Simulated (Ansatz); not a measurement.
C5H9B (`CBC#CCC`), charge 0, multiplicity 1.

Q: Give a relaxed structure at PBE0-D4/def2-TZVP (Ansatz). (Best estimate.)

A: Ansatz gave: 
```xyz
15

C    -2.4621    0.9888    1.5141
B    -1.0876    0.3917    1.9456
C    -0.0277   -0.0229    0.9623
C     0.8293   -0.3576    0.1711
C     1.8385   -0.7511   -0.7913
C     1.4231   -0.5344   -2.2434
H    -3.2793    0.4265    1.9811
H    -2.6290    1.0364    0.4378
H    -2.5508    2.0019    1.9280
H    -0.8504    0.2604    3.1151
H     2.0847   -1.8053   -0.6193
H     2.7578   -0.1959   -0.5716
H     1.2067    0.5186   -2.4307
H     2.2209   -0.8480   -2.9198
H     0.5259   -1.1090   -2.4789
```
Point group Cs.
This is one stationary point; other conformers may exist.
